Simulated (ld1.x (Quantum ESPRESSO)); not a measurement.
# Before and after: TM potential for Sb

ld1.x (Quantum ESPRESSO) 7.5 input, shortened:

```
&input
   title='Sb', zed=51., rel=2, dft='PBE', iswitch=3,
   config='[Kr] 4d10 5s2 5p3 5d-2', rel_dist='average'
 /
 &inputp
   pseudotype=2, tm=.true., lloc=0,
   nlcc=.true., new_core_ps=.true., rcore=1.55
 /
3
5P  2  1   3.00   0.00  2.25  2.25  0.0
5D  3  2  -2.00   0.05  1.70  1.70  0.0
5S  1  0   2.00   0.00  1.75  1.75  0.0
 &test
   configts(1)='5s2 5p3'
 /
```

Open shells are filled in proportion to 2j + 1 (rel_dist='average').

All-electron outer shells of the reference configuration (PBE, scalar-relativistic, ld1.x):

| shell | level (eV) | outermost node (bohr) | outermost maximum (bohr) |
| --- | --- | --- | --- |
| 4p | -101.79 | 0.39 | 0.76 |
| 4d | -33.51 | 0.38 | 0.84 |
| 5s | -12.83 | 0.95 | 1.90 |
| 5p | -4.83 | 1.04 | 2.35 |

Change: wave 5s (bound): rc 1.75 bohr becomes 5s (bound): rc 1.22 bohr.

Cutoffs: the cutoffs (Ry, on a coarse ladder) from which the occupation-weighted sum of valence levels, in a spherical-Bessel basis at the reference potential, stays within 10 and 1 mRy of its value at 400 Ry; they do not see the model core or the augmentation charge, which bear on the density cutoff. Errors are all-electron minus pseudo energies relative to the spin-unpolarised reference configuration.

**Question.** Predict the effect on cutoff, ghosts and configuration errors.

**Answer.** The bound ghosts move from d to d, p, s; of the 7 tests that both files solve, the error grows in 3 and shrinks in 2 by more than 15 % and 0.3 meV (median size 24.3 → 27.8 meV); the range in which the s phases agree narrows (upper end 2.7 → -0.8).

| quantity | base | changed |
| --- | --- | --- |
| cutoff, loose | 25 Ry | 160 Ry |
| cutoff, tight | 45 Ry | over 300 Ry |
| loose cutoff by channel (10 mRy a level) | p 10 Ry, s 18 Ry | p 15 Ry, s 140 Ry |
| bound ghosts | d3/2, d5/2 | p3/2, p1/2, d3/2, d5/2, s (extra level of the local part) |
| error for 5s2 5p2, meV [ΔE 8.33 eV] | -3.5 | -4.2 |
| error for 5s2 5p1, meV [ΔE 24.32 eV] | -31 | -28 |
| error for 5s2 5p0, meV [ΔE 48.76 eV] | -126 | -92 |
| error for 5s0 5p5, meV [ΔE 16.38 eV] | -52 | -279 |
| error for 5s1 5p3, meV [ΔE 17.04 eV] | -24 | +28 |
| error for 5s2 5p2.5, meV [ΔE 3.27 eV] | -0.5 | -0.7 |
| error for 5s1 5p4, meV [ΔE 8.09 eV] | -13 | +5.0 |
| s: phases at 2.46 bohr within 0.05 rad from the reference energy up to (Ry; the scan ends near 5) | 2.7 | -0.8 |
| p1/2: phases at 2.46 bohr within 0.05 rad from the reference energy up to (Ry; the scan ends near 5) | 4.4 | 4.4 |
| p3/2: phases at 2.46 bohr within 0.05 rad from the reference energy up to (Ry; the scan ends near 5) | 4.0 | to the end of the scan |
| d3/2: phases at 2.46 bohr within 0.05 rad from the reference energy up to (Ry; the scan ends near 5) | to the end of the scan | to the end of the scan |
| d5/2: phases at 2.46 bohr within 0.05 rad from the reference energy up to (Ry; the scan ends near 5) | to the end of the scan | to the end of the scan |

 A true bound ghost makes a file unfit for plane-wave use even where its test errors are small: the radial tests pick states by their node count and pass the ghost by.
